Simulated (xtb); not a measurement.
xtb input (GFN2-xTB):

```bash
xtb mol.xyz --gfn 2 --ohess tight --chrg 1 --uhf 0
```
mol.xyz:
```
11

O      1.14127218     1.57644921    -0.39386085
B      0.83754439     0.27924452    -0.04513768
O      2.11711232    -0.46222542     0.18335316
O     -0.19118967    -0.46123585     0.13189087
Si    -1.93690141    -0.38558328     0.08801249
H      0.43085976     2.17704379    -0.58129672
H      2.96597238    -0.00315943     0.04432260
H      2.16302473    -1.43343435     0.37780006
H     -2.26397230     0.99093245    -0.30364061
H     -2.34850238    -0.78310624     1.40211775
H     -2.31520932    -1.41267879    -1.00904888
```

End of the output:

```
optimized geometry written to: xtbopt.xyz

           -------------------------------------------------
          | TOTAL ENERGY              -17.955216673983 Eh   |
          | TOTAL ENTHALPY            -17.876604199254 Eh   |
          | TOTAL FREE ENERGY         -17.918114248812 Eh   |
          | GRADIENT NORM               0.000278036662 Eh/α |
          | HOMO-LUMO GAP               5.771711031866 eV   |
           -------------------------------------------------

------------------------------------------------------------------------
------------------------------------------------------------------------
 total:
 SCF:
 ANC optimizer:
 analytical hessian:
```

It need not be the lowest isomer of its formula.
